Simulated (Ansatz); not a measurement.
System: C$_{4}$H$_{7}$NSi, charge 0, multiplicity 1. SMILES: [SiH3]c1ccc[nH]1
Geometry from a B3LYP-D3(BJ)/def2-TZVP (Ansatz, an electronic-structure program) optimisation:
```xyz
13

Si     2.0554     0.0451     0.0109
C      0.2088    -0.0378     0.0271
C     -0.6119    -0.9965     0.5999
C     -1.9600    -0.6384     0.3549
C     -1.9425     0.5341    -0.3641
N     -0.6371     0.8866    -0.5558
H      2.5536     1.2848     0.6593
H      2.5917     0.0375    -1.3739
H      2.5657    -1.1336     0.7436
H     -0.2663    -1.8637     1.1383
H     -2.8409    -1.1739     0.6669
H     -2.7476     1.1366    -0.7488
H     -0.3379     1.7063    -1.0531
```
Charge 0, spin multiplicity 1.

Atomisation energy built up term by term with Ansatz (kcal/mol; UHF references for open shells; valence terms freeze the core; atomic spin-orbit terms are left out). CBS(X,Y): correlation extrapolated as X^-3; Hartree-Fock from the larger set.

```csv
term,basis,kcal/mol
Hartree-Fock,cc-pV(Q+d)Z,930.45
CCSD correlation,"CBS(cc-pV(T+d)Z,cc-pV(Q+d)Z)",325.72
(T),"CBS(cc-pV(T+d)Z,cc-pV(Q+d)Z)",25.57
core correlation,cc-pwCVTZ,5.29
scalar relativity (X2C),cc-pVTZ-DK against cc-pVTZ,-1.64
sum: De,,1285.4
```

(T) makes 2.0 % of the CCSD(T) atomisation energy; under 5 % is typical of single-reference molecules.
